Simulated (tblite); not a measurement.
C6B3F6Na3O12 (salt aggregate), SMILES O=C1O[B-](F)(F)OC1=O.O=C1O[B-](F)(F)OC1=O.O=C1O[B-](F)(F)OC1=O.[Na+].[Na+].[Na+] at step 1 of a GFN2-xTB optimisation (tblite, gas phase), coordinates in Å:

```
  1 O     0.0658   -0.7715    0.4859
  2 C     0.3253   -1.9491    0.6549
  3 O     0.5396   -2.8692   -0.2308
  4 B     0.8429   -4.2244    0.4167
  5 F     2.1444   -4.6666    0.0839
  6 F    -0.1455   -5.1844    0.0789
  7 O     0.7583   -3.8463    1.8914
  8 C     0.4717   -2.5743    2.0738
  9 O     0.3337   -1.9644    3.0810
 10 O    -2.0187    0.5333   -0.6936
 11 C    -3.0433    0.1764   -1.2660
 12 O    -3.2593    0.0761   -2.5331
 13 B    -4.7052   -0.3966   -2.8215
 14 F    -4.6937   -1.6417   -3.4881
 15 F    -5.4097    0.5961   -3.5491
 16 O    -5.2339   -0.5213   -1.4019
 17 C    -4.3362   -0.2116   -0.4845
 18 O    -4.4217   -0.2055    0.6851
 19 O     1.3988    1.8080    0.3656
 20 C     2.5539    2.2552    0.4634
 21 O     3.4246    2.4092   -0.4642
 22 B     4.7406    3.0158    0.0899
 23 F     4.9933    4.2744   -0.4994
 24 F     5.8077    2.1156   -0.0694
 25 O     4.3512    3.1704    1.5572
 26 C     3.1321    2.7528    1.8147
 27 O     2.5293    2.7355    2.8371
 28 Na   -0.3527    0.8853    0.0700
 29 Na   -0.3498    2.6112   -1.2942
 30 Na   -0.4437    1.6122    2.1466
```

Tight-binding distances from s-block cations to their ligands are unreliable.

Q: What are the forces on the atoms (eV/Å)?

A: 
```
  1 O     0.30   -0.79    0.17
  2 C     0.42   -1.65   -0.88
  3 O    -0.32    1.33    0.61
  4 B     0.28   -1.47   -0.23
  5 F    -1.82    0.74    0.42
  6 F     1.38    1.50    0.46
  7 O    -0.27    1.26    0.18
  8 C     0.49   -2.51   -1.28
  9 O    -0.19    0.86    0.98
 10 O    -0.21    0.69   -0.40
 11 C    -0.44   -0.39   -1.44
 12 O     0.74    0.47    1.16
 13 B    -1.02   -0.56   -0.95
 14 F     0.07    1.87    0.98
 15 F     1.14   -1.28    1.07
 16 O     0.86    0.37    0.63
 17 C    -1.20   -0.69   -2.96
 18 O    -0.07    0.13    1.88
 19 O    -0.39    0.43   -0.40
 20 C     0.84    0.07   -0.43
 21 O    -1.04   -0.19    0.15
 22 B     1.39    0.35   -0.04
 23 F    -0.56   -1.75    0.72
 24 F    -1.59    1.23    0.16
 25 O    -0.86   -0.25    0.18
 26 C     2.18    0.34   -1.47
 27 O    -0.85    0.01    1.01
 28 Na    0.41   -5.40   -2.05
 29 Na    0.17    3.97   -3.64
 30 Na    0.16    1.33    5.37
```
